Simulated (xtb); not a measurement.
xtb input (GFN2-xTB):

```bash
xtb mol.xyz --gfn 2 --sp --chrg -1 --uhf 0
```
mol.xyz:
```
10

Si    -0.14124628    -0.04316314     0.01324788
F      0.07521800     1.19513616     1.07411951
F      0.00151277     0.65581140    -1.46889415
C     -1.63405955    -0.89760741     0.23772607
C      1.57983591    -0.84619144     0.13367204
H     -2.05704319    -1.06640427     1.22301989
H     -2.10899159    -1.44652734    -0.56932901
H      1.71629914    -1.28924196     1.12448595
H      1.66636991    -1.65459011    -0.59819656
H      2.39557857    -0.13468734    -0.04086744
```

Output:

```
           -------------------------------------------------
          |                Calculation Setup                |
           -------------------------------------------------

           -------------------------------------------------
          |                 G F N 2 - x T B                 |
           -------------------------------------------------

        Reference                      10.1021/acs.jctc.8b01176
      * Hamiltonian:
        H0-scaling (s, p, d)           1.850000    2.230000    2.230000
        zeta-weighting                 0.500000
      * Dispersion:
        s8                             2.700000
        a1                             0.520000
        a2                             5.000000
        s9                             5.000000
      * Repulsion:
        kExp                           1.500000    1.000000
        rExp                           1.000000
      * Coulomb:
        alpha                          2.000000
        third order                    shell-resolved
        anisotropic                    true
        a3                             3.000000
        a5                             4.000000
        cn-shift                       1.200000
        cn-exp                         4.000000
        max-rad                        5.000000

          ...................................................
          :                      SETUP                      :
          :.................................................:
          :  # basis functions                  31          :
          :  # atomic orbitals                  30          :
          :  # shells                           16          :
          :  # electrons                        32          :
          :  max. iterations                   250          :
          :  Hamiltonian                  GFN2-xTB          :
          :  restarted?                      false          :
          :  GBSA solvation                  false          :
          :  PC potential                    false          :
          :  electronic temp.          300.0000000     K    :
          :  accuracy                    1.0000000          :
          :  -> integral cutoff          0.2500000E+02      :
          :  -> integral neglect         0.1000000E-07      :
          :  -> SCF convergence          0.1000000E-05 Eh   :
          :  -> wf. convergence          0.1000000E-03 e    :
          :  Broyden damping             0.4000000          :
          :  net charge                         -1          :
          :  unpaired electrons                  0          :
          ...................................................

 iter      E             dE          RMSdq      gap      omega  full diag
   1    -18.3329427 -0.183329E+02  0.521E+00    6.38       0.0  T
   2    -18.3965951 -0.636524E-01  0.601E+00    4.01       1.0  T
   3    -18.4201049 -0.235098E-01  0.449E+00    4.43       1.0  T
   4    -18.4000501  0.200548E-01  0.286E+00    3.93       1.0  T
   5    -18.4243653 -0.243152E-01  0.112E+00    4.50       1.0  T
   6    -18.4252262 -0.860888E-03  0.256E-01    4.81       1.0  T
   7    -18.4254561 -0.229855E-03  0.142E-01    4.76       1.0  T
   8    -18.4254865 -0.304088E-04  0.696E-02    4.75       1.0  T
   9    -18.4255030 -0.165337E-04  0.938E-03    4.73       3.4  T
  10    -18.4255030 -0.194338E-07  0.434E-03    4.73       7.3  T
  11    -18.4255030 -0.147089E-07  0.140E-03    4.73      22.6  T
  12    -18.4255030 -0.802238E-09  0.761E-04    4.73      41.5  T
  13    -18.4255030  0.382695E-09  0.603E-04    4.73      52.4  T

   *** convergence criteria satisfied after 13 iterations ***

         #    Occupation            Energy/Eh            Energy/eV
      -------------------------------------------------------------
         1        2.0000           -0.6379479             -17.3594
       ...           ...                  ...                  ...
        10        2.0000           -0.2879242              -7.8348
        11        2.0000           -0.2838792              -7.7247
        12        2.0000           -0.2810775              -7.6485
        13        2.0000           -0.2383573              -6.4860
        14        2.0000           -0.2319951              -6.3129
        15        2.0000           -0.1917725              -5.2184
        16        2.0000           -0.0874304              -2.3791 (HOMO)
        17                          0.0863251               2.3490 (LUMO)
        18                          0.1178540               3.2070
        19                          0.1601160               4.3570
        20                          0.2649299               7.2091
        21                          0.2666186               7.2551
       ...                                ...                  ...
        30                          1.0971142              29.8540
      -------------------------------------------------------------
                  HL-Gap            0.1737555 Eh            4.7281 eV
             Fermi-level           -0.0005527 Eh           -0.0150 eV

 SCC (total)                   0 d,  0 h,  0 min,  0.005 sec
 SCC setup                      ...        0 min,  0.000 sec (  1.438%)
 Dispersion                     ...        0 min,  0.000 sec (  0.664%)
 classical contributions        ...        0 min,  0.000 sec (  0.362%)
 integral evaluation            ...        0 min,  0.001 sec ( 15.103%)
 iterations                     ...        0 min,  0.003 sec ( 51.103%)
 molecular gradient             ...        0 min,  0.002 sec ( 29.738%)
 printout                       ...        0 min,  0.000 sec (  1.294%)

         :::::::::::::::::::::::::::::::::::::::::::::::::::::
         ::                     SUMMARY                     ::
         :::::::::::::::::::::::::::::::::::::::::::::::::::::
         :: total energy             -18.275824355201 Eh    ::
         :: gradient norm              0.040044713695 Eh/a0 ::
         :: HOMO-LUMO gap              4.728126600267 eV    ::
         ::.................................................::
         :: SCC energy               -18.425497765373 Eh    ::
         :: -> isotropic ES            0.165011292239 Eh    ::
         :: -> anisotropic ES          0.011186877970 Eh    ::
         :: -> anisotropic XC         -0.002054356274 Eh    ::
         :: -> dispersion             -0.006290267078 Eh    ::
         :: repulsion energy           0.149673410172 Eh    ::
         :: add. restraining           0.000000000000 Eh    ::
         :: total charge              -1.000000000000 e     ::
         :::::::::::::::::::::::::::::::::::::::::::::::::::::

           -------------------------------------------------
          |                Property Printout                |
           -------------------------------------------------

    * Orbital Energies and Occupations

         #    Occupation            Energy/Eh            Energy/eV
      -------------------------------------------------------------
         1        2.0000           -0.6379479             -17.3594
       ...           ...                  ...                  ...
         4        2.0000           -0.3814773             -10.3805
         5        2.0000           -0.3117340              -8.4827
         6        2.0000           -0.3039387              -8.2706
         7        2.0000           -0.2952583              -8.0344
         8        2.0000           -0.2934975              -7.9865
         9        2.0000           -0.2910953              -7.9211
        10        2.0000           -0.2879242              -7.8348
        11        2.0000           -0.2838792              -7.7247
        12        2.0000           -0.2810775              -7.6485
        13        2.0000           -0.2383573              -6.4860
        14        2.0000           -0.2319951              -6.3129
        15        2.0000           -0.1917725              -5.2184
        16        2.0000           -0.0874304              -2.3791 (HOMO)
        17                          0.0863251               2.3490 (LUMO)
        18                          0.1178540               3.2070
        19                          0.1601160               4.3570
        20                          0.2649299               7.2091
        21                          0.2666186               7.2551
        22                          0.3218798               8.7588
        23                          0.3862616              10.5107
        24                          0.3899774              10.6118
        25                          0.4055166              11.0347
        26                          0.5283026              14.3758
        27                          0.5326803              14.4950
       ...                                ...                  ...
        30                          1.0971142              29.8540
      -------------------------------------------------------------
                  HL-Gap            0.1737555 Eh            4.7281 eV
             Fermi-level           -0.0005527 Eh           -0.0150 eV

     #   Z          covCN         q      C6AA      α(0)
     1  14 Si       3.169     0.517   145.046    25.546
     2   9 F        0.704    -0.379    13.274     4.302
     3   9 F        0.704    -0.379    13.274     4.302
     4   6 C        2.737    -0.352    38.084    10.104
     5   6 C        3.646    -0.172    24.242     7.076
     6   1 H        0.925    -0.058     4.295     3.241
     7   1 H        0.925    -0.058     4.295     3.241
     8   1 H        0.924    -0.045     3.977     3.119
     9   1 H        0.924    -0.045     3.977     3.119
    10   1 H        0.924    -0.028     3.584     2.960

 Mol. C6AA /au·bohr⁶  :       1579.456347
 Mol. C8AA /au·bohr⁸  :      49444.441368
 Mol. α(0) /au        :         67.009995

Wiberg/Mayer (AO) data.
largest (>0.10) Wiberg bond orders for each atom

 ---------------------------------------------------------------------------
     #   Z sym  total        # sym  WBO       # sym  WBO       # sym  WBO
 ---------------------------------------------------------------------------
     1  14 Si   4.206 --     4 C    1.578     3 F    0.915     2 F    0.915
                             5 C    0.789
     2   9 F    1.021 --     1 Si   0.915
     3   9 F    1.021 --     1 Si   0.915
     4   6 C    3.677 --     1 Si   1.578     7 H    0.978     6 H    0.978
     5   6 C    3.927 --     8 H    1.007     9 H    1.007    10 H    0.996
                             1 Si   0.789
     6   1 H    0.997 --     4 C    0.978
     7   1 H    0.997 --     4 C    0.978
     8   1 H    0.998 --     5 C    1.007
     9   1 H    0.998 --     5 C    1.007
    10   1 H    0.999 --     5 C    0.996
 ---------------------------------------------------------------------------

Topologies differ in total number of bonds
Writing topology from bond orders to xtbtopo.mol

molecular dipole:
                 x           y           z       tot (Debye)
 q only:        0.424       0.039      -0.021
   full:        1.159      -0.059      -0.021       2.949
molecular quadrupole (traceless):
                xx          xy          yy          xz          yz          zz
 q only:       -2.878      -2.083       1.331       0.571       0.115       1.548
  q+dip:       -1.585      -1.368       1.085       0.350      -0.086       0.500
   full:       -2.684      -2.543       0.991       0.668       0.237       1.693

           -------------------------------------------------
          | TOTAL ENERGY              -18.275824355201 Eh   |
          | GRADIENT NORM               0.040044713695 Eh/α |
          | HOMO-LUMO GAP               4.728126600267 eV   |
           -------------------------------------------------

------------------------------------------------------------------------
Note: The following floating-point exceptions are signalling: IEEE_UNDERFLOW_FLAG IEEE_DENORMAL
normal termination of xtb
------------------------------------------------------------------------
 total:
 SCF:
```

It need not be the lowest isomer of its formula. Whether it binds its extra electron was not tested at this geometry.
